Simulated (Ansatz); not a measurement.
Ansatz (an electronic-structure program) input for disilanyl(ethenyl)silane (C2H10Si3), SMILES C=C[SiH2][SiH2][SiH3], PBE/def2-SVPD. Coordinates come from a B3LYP-D3(BJ)/def2-SVP optimisation. One conformer was computed; it need not be the lowest.

Ansatz 0.2 input:
```yaml
crystal:
  periodic: [false, false, false]
  atoms:
    - {symbol: C, position_ang: [-2.63496780, -0.36407076, -0.94093903]}
    - {symbol: C, position_ang: [-1.99373767, 0.57445970, -0.23015761]}
    - {symbol: Si, position_ang: [-0.93836521, 0.20576659, 1.27618489]}
    - {symbol: Si, position_ang: [1.32082399, 0.49306989, 0.67745833]}
    - {symbol: Si, position_ang: [1.68830024, -0.71383042, -1.30762233]}
    - {symbol: H, position_ang: [-2.61468748, -1.42165460, -0.65406100]}
    - {symbol: H, position_ang: [-3.21032351, -0.12058054, -1.84132370]}
    - {symbol: H, position_ang: [-2.05275078, 1.61527883, -0.57687377]}
    - {symbol: H, position_ang: [-1.30314926, 1.09660443, 2.41909155]}
    - {symbol: H, position_ang: [-1.15138265, -1.21749180, 1.67713872]}
    - {symbol: H, position_ang: [1.61381634, 1.94009363, 0.43614248]}
    - {symbol: H, position_ang: [2.23252935, 0.00618376, 1.75819360]}
    - {symbol: H, position_ang: [1.21370404, -2.11939530, -1.13382446]}
    - {symbol: H, position_ang: [0.91930208, -0.08925587, -2.42347873]}
    - {symbol: H, position_ang: [3.13454870, -0.74220074, -1.67871712]}
basis:
  gaussian:
    orbitals: def2-SVPD
hamiltonian:
  xc: {name: PBE}
```

Log of the run:

```
WARN ansatz: RAYON_NUM_THREADS=2 ignored (pool sized by the plan → 2); use --threads N
Functional definition: PBE
integrals: 0.15 GiB planned
1662 factors; their error is unknown
mean field: 0.93 GiB planned
mean field evaluation 1: about -25837.2600 eV, gradient 5.0e1 eV
mean field evaluation 2: about -25822.8730 eV, gradient 8.5e1 eV
mean field evaluation 4: about -25844.5161 eV, gradient 4.7e0 eV
mean field evaluation 8: about -25844.6077 eV, gradient 1.4e-1 eV
mean field evaluation 16: about -25844.5545 eV, gradient 2.9e-4 eV
mean field -25844.55448099 eV, -949.7698591083 hartree, gradient 5.0e-5 eV, S^2 0.000000; 0 other end points of the search recorded, 0 dependent functions left out
reference -25844.55453626 eV, -949.7698611392 hartree; 32, 32 occupied and 160, 160 virtual orbitals, 1662 factors
Total energy: -25844.55453626 eV, -949.7698611392 hartree
```

Self-consistency was reached.

Cost: roughly 8 core-seconds.
